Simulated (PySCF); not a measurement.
An unknown gives this computed stick spectrum. Theory: PySCF, TDDFT wB97X-D/def2-SVPD, vertical, gas phase, core orbitals frozen in the response. Geometries: PBE0-D3(BJ)/def2-SVP, one conformer each.

```
state  λ (nm)       f
   S1   180.4   0.308
   S2   170.3  0.0042
   S3   169.7   0.042
   S4   157.5  0.0028
   S5   152.1  0.0029
   S6   148.3  0.0043
   S7   147.1  0.0078
   S8   143.1   0.024
   S9   139.9   0.014
  S10   139.7   0.013
```

Triplets computed (Tamm–Dancoff): 4.29, 6.86, 7.27, 7.57 eV.

Task: Which structure fits? All have the formula C6H9F.
A. `FC[C@@H]1C(CC1)=C`
B. `C=C/C(=C\C)CF`
C. `F[C@]12CC[C@H](C1)C2`
D. `F[C@H]1CC12CCC2`
E. `[C@@H]1(C2(CC2)[C@H]1F)C`

Result: A. Its S1 lies at 6.87 eV; the nearest of the others has S1 at 7.68 eV. S1 is HOMO→LUMO (96%). Löwdin shares by element: HOMO carbon 80% or more (atoms not listed hold the other 20%); LUMO carbon 68% or more (atoms not listed hold the other 32%). At the same level the other candidates give, for their lowest levels:
- `C[C@@H]1[C@H](F)C12CC2`: 162 nm (f 0.001); 155 nm (f 0.011); 149 nm (f 0.006); 146 nm (f 0.004); 143 nm (f 0.018); T1 7.45 eV; HOMO -9.54, LUMO 2.34 eV
- `C=C/C(=C\C)CF`: 219 nm (f 0.657); 182 nm (f 0.013); 175 nm (f 0.001); 171 nm (f 0.022); 171 nm (f 0.009); T1 3.23 eV; HOMO -8.40, LUMO 0.80 eV
- `F[C@]12CC[C@H](C1)C2`: 142 nm (f 0.010); 141 nm (f 0.005); 138 nm (f 0.008); 137 nm (f 0.020); 134 nm (f 0.071); T1 8.62 eV; HOMO -10.40, LUMO 2.34 eV
- `F[C@H]1CC12CCC2`: 159 nm (f 0.009); 153 nm (f 0.015); 150 nm (f 0.009); 149 nm (f 0.003); 147 nm (f 0.003); T1 7.58 eV; HOMO -9.52, LUMO 2.46 eV

Shape of the structure used: `[CH2:1]=[C:2]1[CH2:3][CH2:4][C@@H:5]1[CH2:6][F:7]`: C4–C5–C6–F7 70°.
